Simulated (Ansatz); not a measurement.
Compare A (`[NH2][GeH2][CH]=O`) with its isomer B (`O=C[NH][GeH3]`).

Gas-phase electronic energies from Ansatz, PBE0-D4/def2-TZVP geometries. CCSD(T)/CBS adds triple-zeta CCSD(T) − MP2 to the extrapolated MP2 energy (def2 sets, frozen cores). Functionals use def2-TZVPP. B3LYP here is the variant with VWN-RPA as its local correlation; programs differ in this. For Ge outer-core shells are correlated without core-valence functions, which leaves a few kJ/mol of doubt a bond. Scalar relativity is left out up to krypton. Each species was taken in one conformer, which may not be the lowest.

**Question.** Which isomer does CCSD(T)/CBS put lower? Give the gap. (An estimate is asked.)

**Answer.** Computed: B, by 18.9 kcal/mol.

**Question.** Give E(B) − E(A) in kcal/mol with HF/def2-TZVPP, CCSD(T)/def2-TZVPP, B3LYP, CCSD/def2-TZVPP, B2PLYP, PBE-D4, MP2/def2-TZVPP. (An estimate is asked.)

**Answer.** Computed: HF/def2-TZVPP -21.4, CCSD(T)/def2-TZVPP -19.2, B3LYP -20.1, CCSD/def2-TZVPP -19.0, B2PLYP -20.3, PBE-D4 -20.9, MP2/def2-TZVPP -20.2. None reverses the order clearly.

Largest T1 diagnostic: 0.015.

In def2-TZVPP, CCSD(T) changes the Hartree–Fock value by +2.2 kcal/mol (the triples alone add −0.2 kcal/mol) and MP2 by +1.2 kcal/mol.
